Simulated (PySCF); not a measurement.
From one molecule to another.

First species: C2F6.
Cartesian coordinates in Å at the GFN2-xTB level; atoms count from 1:
```xyz
8
C2F6 angstrom
F      1.3994   -0.2923   -1.0318
C      0.7682   -0.0692    0.1148
F      1.2603    1.0389    0.6560
F      1.0167   -1.0833    0.9352
C     -0.7658    0.0727   -0.1223
F     -1.0204    1.0847   -0.9430
F     -1.2564   -1.0378   -0.6602
F     -1.3928    0.2957    1.0267
```

Second species: C₃H₁₃FSSi₃.
SMILES: `FCCC([SiH3])([SiH3])S[SiH3]`

Levels: PBE0/pcSseg-1 for dipole moment, HOMO energy, LUMO energy and HOMO–LUMO gap; GFN2-xTB for rotational constant A and rotational constant C. Geometries: GFN2-xTB. Each structure is a single optimised conformer of the isolated species, non-relativistic unless stated. Electronic properties by PySCF.

Dipoles, sizes and rotational constants follow the conformer. The torsions of the flexible species, by atom-mapped SMILES:
- `[F:1][C:2]([F:3])([F:4])[C:5]([F:6])([F:7])[F:8]`: F1–C2–C5–F6 -60°
- `[F:1][CH2:2][CH2:3][C:4]([SiH3:5])([SiH3:6])[S:7][SiH3:8]`: F1–C2–C3–C4 -170°, C2–C3–C4–Si5 -54°, C3–C4–S7–Si8 44°

**Question.** Which has the higher HOMO–LUMO gap?

**Answer.** The first: 13.60 eV against 6.64 eV, a difference of 6.96 eV.

**Question.** Which of the two has the higher rotational constant C, and by how much?

**Answer.** The first: 1.810 GHz against 0.601 GHz, a difference of 1.209 GHz.

**Question.** Which of the two has the higher dipole moment, and by how much?

**Answer.** The second: 0.98 D against 0.00 D, a difference of 0.98 D.

**Question.** Which has the higher LUMO energy?

**Answer.** The first: 2.09 eV against -0.29 eV, a difference of 2.38 eV.

**Question.** Which of the two has the higher rotational constant A, and by how much?

**Answer.** The first: 2.866 GHz against 0.893 GHz, a difference of 1.973 GHz.

**Question.** Which of the two has the higher HOMO energy, and by how much?

**Answer.** The second: -6.93 eV against -11.51 eV, a difference of 4.58 eV.

On the first: Point group D3d forbids a permanent dipole, so the rigid molecule has no electric-dipole pure rotational spectrum.

On the second: A dipole of 0.98 D is allowed in C1, and pure rotational transitions are dipole-allowed. The dipole matches unit charges of opposite sign 0.20 Å apart (1 e·Å = 4.8032 D).
